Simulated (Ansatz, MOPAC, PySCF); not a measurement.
Species: chloro selenohypochlorite, SeCl₂, charge 0, multiplicity 1. SMILES: Cl[Se]Cl
Geometry: optimised at B3LYP-D3(BJ)/def2-TZVP (Ansatz, a quantum-chemistry and plane-wave program).

Quantity: size of the dipole moment, in D. Set-up: LANL2DZ with its own core potentials from Na on; PM7 with its own dispersion and hydrogen-bond terms; 6-31G* and kin with 6d, 5d where marked; no spin-orbit coupling; dispersion terms only where a functional's name holds one; non-relativistic. Ab initio and DFT rows: single points at B3LYP-D3(BJ) geometries (Ansatz). Semi-empirical rows: dipoles at the shared geometry.

| level | program | size of the dipole moment (D) |
|---|---|---|
| AM1 | MOPAC | 2.70 |
| PM7 | MOPAC | 3.30 |
| SVWN5/6-31G* | Ansatz | 1.09 |
| PBE/STO-3G | Ansatz | 1.32 |
| PBE/3-21G | Ansatz | 1.66 |
| PBE/LANL2DZ | Ansatz | 1.48 |
| BLYP/6-31G* | Ansatz | 1.15 |
| B3LYP/3-21G | Ansatz | 1.82 |
| B3LYP/6-31G | Ansatz | 1.65 |
| B3LYP/6-31G* | Ansatz | 1.27 |
| B3LYP/def2-SVP | Ansatz | 1.16 |
| B3LYP/6-31G* with LANL2DZ past Ar | Ansatz | 1.31 |
| PBE0/6-31G* with LANL2DZ past Ar | Ansatz | 1.28 |
| M06-2X/6-31G* with LANL2DZ past Ar (5d) | PySCF | 1.48 |

No value to compare with is used here. The 14 habitual levels span 1.09 (SVWN5/6-31G*) to 3.30 D (PM7).

The levels are drawn from those run, B3LYP/6-31G* more often than the rest, none by its result; runs whose electronic state is in doubt are left out.
